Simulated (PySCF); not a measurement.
BF2I, SMILES FB(F)I. Atoms are numbered in the order given.

```xyz
4

B      0.0000     0.0000    -1.3233
F      0.0000     1.1287    -1.9864
F      0.0000    -1.1287    -1.9864
I      0.0000     0.0000     0.7995
```
Charge 0, spin multiplicity 1.

Geometry optimised at PBE0-D3(BJ)/def2-SVP. The def2 effective core potentials stand for the cores of I; spin–orbit coupling is left out.

Method: PBE0/def2-TZVPD run with PySCF.

Symmetry labels are those of the subgroup C2v that the program uses (full group C2v).

Question: List the valence orbital energies around the gap with their symmetry. (Estimate from the structure and the level; the computed values follow.)

Answer: 
```json
[
 {"orbital": "HOMO−7", "symmetry": "B2", "energy (eV)": "-15.92"},
 {"orbital": "HOMO−6", "symmetry": "B1", "energy (eV)": "-14.71"},
 {"orbital": "HOMO−5", "symmetry": "A1", "energy (eV)": "-14.61"},
 {"orbital": "HOMO−4", "symmetry": "A2", "energy (eV)": "-13.19"},
 {"orbital": "HOMO−3", "symmetry": "B2", "energy (eV)": "-12.81"},
 {"orbital": "HOMO−2", "symmetry": "A1", "energy (eV)": "-10.52"},
 {"orbital": "HOMO−1", "symmetry": "B1", "energy (eV)": "-8.42"},
 {"orbital": "HOMO", "symmetry": "B2", "energy (eV)": "-8.15"},
 {"orbital": "LUMO", "symmetry": "B1", "energy (eV)": "-0.74"},
 {"orbital": "LUMO+1", "symmetry": "A1", "energy (eV)": "-0.44"},
 {"orbital": "LUMO+2", "symmetry": "A1", "energy (eV)": "0.33"},
 {"orbital": "LUMO+3", "symmetry": "A1", "energy (eV)": "0.74"}
]
```
